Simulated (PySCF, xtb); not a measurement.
Y(OH) (HOY), SMILES [OH][Y].

xtb with GFN2-xTB at its own geometry gives an orbital gap of 0.81 eV and a dipole moment of 3.38 D.

Geometry optimised at PBE0-D3(BJ)/def2-TZVPD. The spin state was assumed, not searched. The def2 effective core potentials stand for the cores of Y; spin–orbit coupling is left out.

What does r2SCAN/def2-TZVPD run with PySCF give? (The exact figures need the calculation; the answer reports its results.)

gap 1.51 eV (levels -3.87 and -2.35 eV), dipole 0.64 D.
